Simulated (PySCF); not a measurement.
**Charge on either side of a bond**

C8H13NSi.
Atom-mapped SMILES: `[CH3:1][CH2:2][CH2:3]/[CH:4]=[CH:5]/[C:6]([C:7]#[N:8])=[CH:9]/[SiH3:10]` (hydrogens: H11, H12, H13 on C1; H14, H15 on C2; H16, H17 on C3; H18 on C4; H19 on C5; H20 on C9; H21, H22, H23 on Si10)

Structure used (GFN2-xTB), in Å, numbered top down from 1:
```xyz
23
C8H13NSi angstrom
C     -4.2305   -0.2596   -0.5023
C     -2.7586   -0.6472   -0.4546
C     -1.9607    0.2762    0.4745
C     -0.5381   -0.1562    0.5619
C      0.5007    0.5731    0.1552
C      1.8888    0.1401    0.2286
C      2.1203   -1.1328    0.8088
N      2.2822   -2.1631    1.2859
C      2.9223    0.8824   -0.2156
Si     4.7465    0.4295   -0.1540
H     -4.6749   -0.3254    0.4884
H     -4.7762   -0.9237   -1.1681
H     -4.3458    0.7604   -0.8622
H     -2.6619   -1.6776   -0.1055
H     -2.3320   -0.5944   -1.4588
H     -2.0221    1.3050    0.1132
H     -2.4082    0.2368    1.4724
H     -0.3732   -1.1463    0.9685
H      0.3456    1.5617   -0.2597
H      2.6687    1.8458   -0.6454
H      5.2840    0.6249   -1.5036
H      4.9278   -0.9486    0.2837
H      5.3904    1.3660    0.7719
```

Atomic charges (e) from the PBE0/pcSseg-1 density (PySCF):

```csv
atom,Mulliken,IAO,Hirshfeld,ESP-fitted
C1,-0.2601,-0.4174,-0.1153,-0.3683
C2,-0.2917,-0.2430,-0.0611,+0.2354
C3,-0.1665,-0.2561,-0.0639,-0.0308
C4,-0.1503,-0.1102,-0.0189,-0.2227
C5,-0.0109,-0.1645,-0.0559,-0.2315
C6,-0.1796,-0.0152,+0.0144,-0.0553
C7,+0.0706,+0.1362,+0.0863,+0.4587
N8,-0.2382,-0.2366,-0.2076,-0.4817
C9,-0.2821,-0.4048,-0.1187,-0.2922
Si10,+0.5611,+0.6105,+0.3170,+0.3581
H11,+0.1093,+0.1371,+0.0401,+0.0818
H12,+0.1201,+0.1447,+0.0432,+0.0913
H13,+0.1086,+0.1368,+0.0397,+0.0834
H14,+0.1243,+0.1333,+0.0401,-0.0256
H15,+0.1244,+0.1353,+0.0362,-0.0210
H16,+0.1163,+0.1330,+0.0422,+0.0413
H17,+0.1351,+0.1452,+0.0462,+0.0575
H18,+0.1355,+0.1533,+0.0453,+0.1785
H19,+0.0818,+0.1475,+0.0506,+0.1863
H20,+0.1172,+0.1599,+0.0518,+0.1738
H21,-0.0850,-0.1144,-0.0733,-0.0866
H22,-0.0615,-0.0974,-0.0657,-0.0492
H23,-0.0783,-0.1135,-0.0724,-0.0813
```

Q: Cut each of the bonds C1–C2, C2–C3, C3–C4, C5–C4, C6–C5, C7–C6, C9–C6 and Si10–C9 in turn and sum the charges on the side of the atom named first.

A: In e; the other side holds the opposite charge:

| bond cut | piece | atoms | Mulliken | IAO | Hirshfeld | ESP-fitted |
| --- | --- | --- | --- | --- | --- | --- |
| C1–C2 | CH3 | 4 | +0.078 | +0.001 | +0.008 | -0.112 |
| C2–C3 | C2H5 | 7 | +0.035 | +0.027 | +0.023 | +0.077 |
| C3–C4 | C3H7 | 10 | +0.120 | +0.049 | +0.047 | +0.145 |
| C5–C4 | C4H5NSi | 11 | -0.105 | -0.092 | -0.074 | -0.101 |
| C6–C5 | C3H4NSi | 9 | -0.176 | -0.075 | -0.068 | -0.056 |
| C7–C6 | CN | 2 | -0.168 | -0.100 | -0.121 | -0.023 |
| C9–C6 | CH4Si | 6 | +0.171 | +0.040 | +0.039 | +0.023 |
| Si10–C9 | SiH3 | 4 | +0.336 | +0.285 | +0.106 | +0.141 |

Extremes among these pieces. Mulliken: lowest C3H4NSi at C6, highest SiH3 at Si10; IAO: lowest CN at C7, highest SiH3 at Si10; Hirshfeld: lowest CN at C7, highest SiH3 at Si10; ESP-fitted: lowest CH3 at C1, highest C3H7 at C3.

Q: Do the schemes agree better on the pieces than on the single atoms at the cuts?

A: The spread between schemes averages 0.127 e for the pieces and 0.305 e for the atoms named first; it is smaller for the piece at 8 of the 8 cuts. On average they agree better on the pieces. The sign differs between schemes (beyond ±0.03 e) for CH3 at C1.

Geometry: GFN2-xTB, one conformer, isolated molecule.
